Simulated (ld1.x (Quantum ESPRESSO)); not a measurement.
# Logarithmic derivatives: bismuth (Bi), RRKJ

bismuth, norm-conserving RRKJ (Kleinman–Bylander form), made with ld1.x (Quantum ESPRESSO) 7.5 (PBE, scalar-relativistic). Core [Xe] 4f14 5d10, reference 6s1.5 6p3.5. Waves: 6p (bound): rc 1.95 bohr; 6s (bound): rc 1.40 bohr. Local part: the s channel. Core correction: none. rho0 = 0.01.

The phase is arctan(r·u′/u) with u = r·R(r), unwrapped; energies in Ry, scanned from -3 to 5 Ry. A pole is an energy at which the radial function vanishes at the test radius. The pseudo phase is shifted by a multiple of π to meet the all-electron one at the reference energy, and phase errors are pseudo minus all-electron; the curves can meet again beyond the range given. Levels narrower than the energy grid can be missing from the lists of poles.

| channel | radius (bohr) | reference energy (Ry) | poles, all-electron | poles, pseudo | unbroken range about the reference energy with phases within 0.05 rad | phase error 1 Ry above the reference energy (rad) |
| --- | --- | --- | --- | --- | --- | --- |
| s | 2.14 | -1.10 | 1.95 | 0.11, 3.11 | below -0.3 | -0.094 |
| p | 2.14 | -0.36 | 4.54 | 4.27 | the whole range | -0.014 |

Phases in the s channel:

```tsv
E (Ry)	all-electron	pseudo
-3.00	1.092	1.076
-2.76	1.034	1.016
-2.52	0.957	0.937
-2.28	0.851	0.828
-2.04	0.697	0.672
-1.80	0.468	0.444
-1.56	0.139	0.123
-1.32	-0.259	-0.263
-1.08	-0.623	-0.623
-0.84	-0.890	-0.896
-0.60	-1.071	-1.090
-0.36	-1.194	-1.237
-0.12	-1.282	-1.371
0.12	-1.347	-1.586
0.36	-1.397	-3.613
0.60	-1.437	-4.352
0.84	-1.470	-4.472
1.08	-1.497	-4.532
1.32	-1.521	-4.572
1.56	-1.542	-4.602
1.80	-1.560	-4.626
2.04	-1.577	-4.647
2.28	-1.592	-4.665
2.52	-1.606	-4.680
2.76	-1.620	-4.694
3.00	-1.633	-4.707
3.24	-1.646	-4.719
3.48	-1.659	-4.730
3.72	-1.672	-4.740
3.96	-1.685	-4.750
4.20	-1.698	-4.759
4.44	-1.712	-4.768
4.68	-1.727	-4.777
4.92	-1.743	-4.786
```
